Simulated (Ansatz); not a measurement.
This singlet lies 2.96 eV below the relaxed triplet at the level composite: frozen-core CCSD(T) with HF/cc-pV5Z and the correlation energy extrapolated as X^-3 from cc-pVQZ and cc-pV5Z, plus CCSDT(Q) minus CCSD(T) in cc-pVTZ // B3LYP-D3(BJ)/def2-TZVP (Ansatz, a program for electronic structure).

A geometry relaxed with B3LYP-D3(BJ)/def2-TZVP in Ansatz, charge 0, multiplicity 1:

```xyz
2

Cl    -1.0801     0.0000     0.0000
Al     1.0801     0.0000     0.0000
```

Question: Write the SMILES of this molecule.

Answer: `[Al][Cl]`
